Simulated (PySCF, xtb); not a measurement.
C3H6FNSi, SMILES C1[SiH2]C=N[C@H]1F. One conformer was computed; it need not be the lowest.

Harmonic wavenumbers (cm⁻¹) from GFN2-xTB run with xtb 6.7.1 at its own minimum, in rising order: 78, 266, 367, 416, 449, 492, 572, 602, 620, 747, 759, 776, 795, 842, 914, 1022, 1047, 1122, 1203, 1226, 1259, 1288, 1462, 1691, 2275, 2304, 2873, 2995, 3025, 3046.

Task: What does PBE-D3(BJ)/def2-SVP (PySCF) give at its own minimum? (The exact figures need the calculation; the answer reports its results.)

Result: 106, 269, 373, 404, 476, 547, 583, 633, 649, 721, 766, 825, 841, 900, 919, 1000, 1056, 1110, 1133, 1250, 1276, 1315, 1369, 1617, 2156, 2173, 2936, 3006, 3038, 3086. Paired by order, the mean absolute difference is 37 cm⁻¹ and the zero-point energies are 52.2 and 52.2 kcal/mol.
